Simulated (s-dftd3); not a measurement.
bromine (Br₂), singlet, geometry from GFN2-xTB; D3(zero) for pbe run with s-dftd3.

s-dftd3 was given this input:
```
$ s-dftd3 mol.xyz --zero pbe --json dftd3.json --noedisp --grad

# file mol.xyz
2

Br    -0.00000000    -0.00000000    -1.14062493
Br     0.00000000     0.00000000     1.14062493
```

Problem. Write the output that s-dftd3 gives for this input, abridged.

Solution. 
```
-----------------------------------
 s i m p l e   D F T - D 3  v1.4.0
-----------------------------------

Zero (Chai-Head-Gordon) damping: pbe-D3(0)
--------------------
  s6         1.0000
  s8         0.7220
  s9         0.0000
 rs6         1.2170
 rs8         1.0000
 alp        14.0000
--------------------

Dispersion energy:      -2.2566498217134E-05 Eh

Gradient norm:           5.9185339916537E-05 Eh/a0
--------------------------------------------------
     #    Z           dE/dx      dE/dy      dE/dz
--------------------------------------------------
     1   35 Br    0.000E+00  0.000E+00  4.185E-05
     2   35 Br    0.000E+00  0.000E+00 -4.185E-05
--------------------------------------------------

Virial:
--------------------------------------------------
      component           x          y          z
--------------------------------------------------
          x       0.000E+00  0.000E+00  0.000E+00
          y       0.000E+00  0.000E+00  0.000E+00
          z       0.000E+00  0.000E+00 -1.804E-04
--------------------------------------------------

[Info] JSON dump of results written to 'dftd3.json'
```
